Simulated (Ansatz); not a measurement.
F4HOTa (`[OH][Ta]([F])([F])([F])[F]`), relaxed with RKS PBE0-D4/def2-TZVP in Ansatz 0.2.0 from a PBE-D4/def2-SVP geometry. The force threshold is 0.005 eV/Å; the program also tests the step.

Charge 0, multiplicity 1. Ta takes the def2 core potential.

Start:

```xyz
7

O    -0.027   -1.437   -0.468
Ta    0.008    0.360    0.123
F    -0.060    0.999   -1.644
F     1.668    0.118    0.970
F    -1.580    0.135    1.104
F     0.040    2.173    0.704
H    -0.049   -2.348   -0.789
```

```
step  energy (eV)  largest force (eV/Å)  largest move (Å)
   1  -14484.7098                 0.770             0.000
   2  -14484.7578                 0.301             0.033
   3  -14484.7589                 0.033             0.004
   4  -14484.7589                 0.003             0.001
```

End:

```xyz
7

O    -0.027   -1.421   -0.462
Ta    0.008    0.355    0.120
F    -0.060    0.988   -1.625
F     1.648    0.116    0.957
F    -1.561    0.133    1.089
F     0.040    2.148    0.698
H    -0.048   -2.320   -0.777
```

Run time 12 s (4 threads of an Arm Neoverse V2 on a shared host); peak host memory 0.49 GiB.
